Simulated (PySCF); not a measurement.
Si(Cl)(F)2(SiH3) (ClF₂H₃Si₂), SMILES F[Si](F)([SiH3])Cl.

The structure is a stationary point at PBE-D3(BJ)/def2-SVP.

Method: PBE/def2-TZVP (PySCF).

Symmetry labels are those of the subgroup Cs that the program uses (full group Cs).

Computed valence orbital energies around the gap with their symmetry:
```
orbital  symmetry  energy (eV)
-------  --------  -----------
HOMO−7         A"       -10.48
HOMO−6         A'       -10.31
HOMO−5         A"       -10.19
HOMO−4         A'        -9.18
HOMO−3         A"        -9.12
HOMO−2         A'        -8.63
HOMO−1         A"        -8.43
HOMO           A'        -7.85
LUMO           A"        -1.45
LUMO+1         A'        -1.36
LUMO+2         A'        -0.87
LUMO+3         A'        -0.07
```
